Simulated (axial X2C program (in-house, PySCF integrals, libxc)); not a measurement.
**Which functional? An output for BiBr**

An SCF output computed with an axial X2C code built on PySCF integrals for BiBr at 2.640 Å, two-component, state Ω = 0, Bi dyall-cv3z [12s14p10d6f1g], Br dyall-cv3z [8s9p6d4f1g] (cores contracted in-house), without its first line:

```
basis functions 257  fitting functions 1434  grid points 5807
iter        total energy     max residual
   1     -24140.541619296     1.08e+00
   2     -24140.586571158     1.37e-02
   3     -24140.587706572     2.83e-02
   4     -24140.587916681     3.69e-03
   5     -24140.587939622     1.51e-03
   6     -24140.587945158     1.15e-03
   7     -24140.587946349     1.26e-04
   8     -24140.587946654     2.07e-04
   9     -24140.587946704     6.52e-05
  10     -24140.587946712     6.84e-06
  11     -24140.587946713     9.03e-06
  12     -24140.587946713     1.67e-06
converged
one-electron -34208.45005708  Coulomb 9996.49857744  exact exchange -488.84933498  xc functional 0.00000000  nuclear repulsion 582.29537793  atomic mean-field constant -22.08251002
```

Problem. Which level of theory produced it?
A. PBE0
B. HF
C. PBEsol

Solution. B. The exact-exchange term against the functional term shows a share of 1 of exact exchange.
